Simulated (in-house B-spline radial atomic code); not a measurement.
# Ionising Ho10+ with different functionals

Computed with an all-electron radial atomic-structure program (B-spline basis): four-component Dirac-Coulomb Hamiltonian, Fermi nucleus of rms radius 5.2022 fm, spin-restricted, spherical fractional occupations for the functionals. The ionisation energy is the difference of two self-consistent energies, [Kr] 4d10 4f9 5s2 → [Kr] 4d10 4f8 5s2, without Breit or QED terms; ε is the level of the shell that loses the electron (mean over j). The electron is taken from both j subshells in proportion to 2j + 1, so the result is a j average, not the step between ground levels.

Hybrids are left out here: with spherical fractional occupations of an open shell their exact exchange keeps a self-interaction that integer-occupation calculations don't have.

```csv
method,rung,ΔSCF (eV),-ε(4f) (eV)
LDA VWN5,LDA,182.32,168.16
relativistic LDA,LDA,182.45,168.28
LDA PW92,LDA,182.31,168.15
LDA exchange-only,LDA,180.10,165.98
PBE,GGA,181.81,167.65
PBEsol,GGA,181.89,167.72
BLYP,GGA,181.63,167.48
RPBE,GGA,181.70,167.53
PW91,GGA,181.97,167.81
BP86,GGA,181.96,167.79
AM05,GGA,181.99,167.82
OLYP,GGA,182.62,168.40
```

Q: How do they compare with the NIST value?

A: NIST lists 197 eV ± 10 (tabulated theory, ground level to ground level). Errors run from -16.90 to -14.38 eV; all lie within about twice that uncertainty, so the table can't rank the methods.
